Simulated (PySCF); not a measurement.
PySCF 2.14 output of an unrestricted MN15 calculation on a single atom or ion in aug-cc-pVDZ-DK (7s6p4d2f, 59 functions), with the spin-free X2C one-electron Hamiltonian (Gaussian nucleus):

```
SCF conv_tol = 1e-09
number electrons alpha = 12  beta = 10
    H. S. Yu, X. He, S. L. Li, and D. G. Truhlar.,  Chem. Sci. 7, 5032-5051 (2016)
    H. S. Yu, X. He, S. L. Li, and D. G. Truhlar.,  Chem. Sci. 7, 5032-5051 (2016)
cycle= 1 E= -854.066151578402  delta_E= -0.00942  |g|= 0.0109  |ddm|= 3.41
cycle= 2 E= -854.06628257439  delta_E= -0.000131  |g|= 0.00152  |ddm|= 0.417
cycle= 3 E= -854.066288764279  delta_E= -6.19e-06  |g|= 0.000689  |ddm|= 0.0137
cycle= 4 E= -854.066289411857  delta_E= -6.48e-07  |g|= 0.000189  |ddm|= 0.00484
cycle= 5 E= -854.066289472555  delta_E= -6.07e-08  |g|= 2.54e-05  |ddm|= 0.00285
cycle= 6 E= -854.066289474629  delta_E= -2.07e-09  |g|= 3.09e-06  |ddm|= 0.000876
cycle= 7 E= -854.06628947465  delta_E= -2.15e-11  |g|= 4.87e-07  |ddm|= 5.58e-05
converged SCF energy = -854.06628947465  <S^2> = 2.0004294  2S+1 = 3.0002863
```

The run itself started from symmetry-adapted Hartree-Fock orbitals and held the occupation by maximum overlap, on a logarithmic radial grid, so the iterations belong to that start.

Question: Which element, charge and spin multiplicity is this?

Answer: Ti (titanium, neutral), multiplicity 3; the state was [Ar] 3d2 4s2, high-spin 3F determinant.
